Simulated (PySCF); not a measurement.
**How methods differ on the ionisation energy of Tl⁺**

Tl⁺ [Xe] 4f14 5d10 6s2 (1S) → Tl²⁺ [Xe] 4f14 5d10 6s1 (2S), as a difference of total energies. Calculation: PySCF 2.14, in x2c-TZVPPall (11s7p6d3f, 83 functions); scalar relativity by spin-free X2C-1e. Correlated levels: valence: [Xe] 4f14 5d10 frozen. The calculations carry no spin-orbit coupling.

| method | ionisation energy (eV) | error (eV) |
| --- | --- | --- |
| UHF | 18.396 | -2.032 |
| MP2 (valence) | 18.923 | -1.505 |
| SCS-MP2 (valence) | 19.028 | -1.400 |
| CCSD (valence) | 19.115 | -1.313 |

Reference: 20.428 eV (measured; NIST Atomic Spectra Database, ionization energies).

Errors of the correlated levels include the incompleteness of this basis and the frozen core.

With two correlated electrons CCSD is exact in that space.
